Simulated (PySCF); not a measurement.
C₈H₇ClSi.
Z-matrix (Å and degrees, GFN2-xTB geometry), rows numbered from 1:
```
Cl
C   1  1.7347
C   2  1.3880  1  118.70
C   3  1.3827  2  119.72  1   179.98
C   4  1.3894  3  120.30  2    -0.00
C   5  1.3786  4  120.21  3     0.02
C   2  1.3878  1  120.64  3   179.97
C   7  1.4553  2  126.05  1     0.06
C   8  1.3381  7  116.56  2   179.98
Si  9  1.8824  8  110.82  7    -0.02
H   3  1.0792  2  119.66  1    -0.02
H   4  1.0798  3  119.50  2  -180.00
H   5  1.0803  4  119.93  3  -180.00
H   8  1.0802  7  119.14  2    -0.05
H   9  1.0773  8  121.72  7   180.00
H  10  1.4637  6  112.71  5    64.06
H  10  1.4637  6  112.67  5   -64.12
```

NICS is the negative of the GIAO shielding at a point without a nucleus: at the ring centre (0) and 1 Å above and below it (1); zz is the component along the ring normal. Level: GIAO PBE0/pcSseg-1 (PySCF, non-relativistic, gas phase) on the GFN2-xTB geometry, one conformer.

Ring bond lengths (Å), with Mayer bond orders in brackets: C2–C3 1.388 (1.37), C3–C4 1.383 (1.45), C4–C5 1.389 (1.40), C5–C6 1.379 (1.47), C6–C7 1.408 (1.37), C7–C2 1.388 (1.26); C6–C7 1.408 (1.37), C7–C8 1.455 (1.11), C8–C9 1.338 (1.82), C9–Si10 1.882 (0.91), Si10–C6 1.892 (0.84).

Q: Give the NICS values of each ring in ppm.

A: 
| ring | type | NICS(0) | NICS(1), two faces | NICS(1)zz, two faces | rms pucker (Å) | centre to ring atoms, mean (Å) |
| --- | --- | --- | --- | --- | --- | --- |
| C2–C3–C4–C5–C6–C7 | 6-membered carbocycle; formal bonds all aromatic | -7.5 | -10.1 / -10.1 | -24.1 / -24.1 | 0.00 | 1.39 |
| C6–C7–C8–C9–Si10 | 5-membered ring with Si; formal bonds 1 aromatic, 1 double, 3 single | 2.7 | -0.9 / -0.9 | 5.2 / 5.2 | 0.00 | 1.35 |

Q: What can be read from them?

A: 
- C2–C3–C4–C5–C6–C7: mean NICS(1)zz -24.1 ppm, shielded. For a flat ring without four-coordinate atoms the NICS criterion counts such a value as aromatic, though in fused rings the probe also feels the neighbouring ring.
- C6–C7–C8–C9–Si10: mean NICS(1)zz 5.2 ppm, deshielded. Si10 has four or more neighbours, and the NICS criterion for π rings isn't applied.

Q: How equal are the bonds by HOMA? HOMA takes Krygowski's 1993 parameters.

A: 
- C2–C3–C4–C5–C6–C7: HOMA 0.98 = 1 − EN − GEO, with mean bond length 1.389 Å, EN = α(Ropt − mean)² = 0.000 and GEO = α × variance = 0.021. The geometric and the magnetic index point the same way.

Q: List the ring angles and the Hirshfeld charges of the ring atoms.

A: 
- C2–C3–C4–C5–C6–C7: C2 120.7° (+0.014 e), C3 119.7° (-0.056 e), C4 120.3° (-0.044 e), C5 120.2° (-0.049 e), C6 120.0° (-0.090 e), C7 119.1° (-0.015 e); sum 720.0° against 720° for a flat convex ring.
- C6–C7–C8–C9–Si10: C6 108.8° (-0.090 e), C7 114.8° (-0.015 e), C8 116.6° (-0.042 e), C9 110.8° (-0.142 e), Si10 89.0° (+0.340 e); sum 540.0° against 540° for a flat convex ring.

Q: What are the shieldings of the ring atoms and their hydrogens in the same run (means over atoms taken as equivalent)?

A: 
```tsv
atoms	environment	σ isotropic (ppm)	principal values of the symmetric part, first atom (ppm)
C2	aromatic C–Cl carbon	45.2	-39.7, 57.9, 117.3
C3	aromatic CH carbon	50.0	-48.6, 42.2, 156.4
C4	aromatic CH carbon	53.4	-54.1, 43.6, 170.6
C5	aromatic CH carbon	49.3	-62.2, 35.4, 174.8
C6	substituted aromatic carbon	44.4	-42.6, 3.2, 172.6
C7	substituted aromatic carbon	34.6	-53.3, 13.7, 143.4
C8	alkene CH carbon	28.9	-90.2, 40.0, 137.0
C9	alkene CH carbon	52.4	-54.6, 42.7, 169.0
Si10	SiH2 silicon	389.2	322.9, 392.6, 452.2
H11	aromatic hydrogen	24.12	19.8, 23.6, 28.9
H12	aromatic hydrogen	24.31	20.9, 25.0, 27.1
H13	aromatic hydrogen	24.04	20.0, 24.1, 28.1
H14	vinylic hydrogen	23.58	20.0, 20.8, 29.9
H15	vinylic hydrogen	25.24	24.2, 24.5, 27.0
```

The list is cut; further classes of hydrogen are left out.
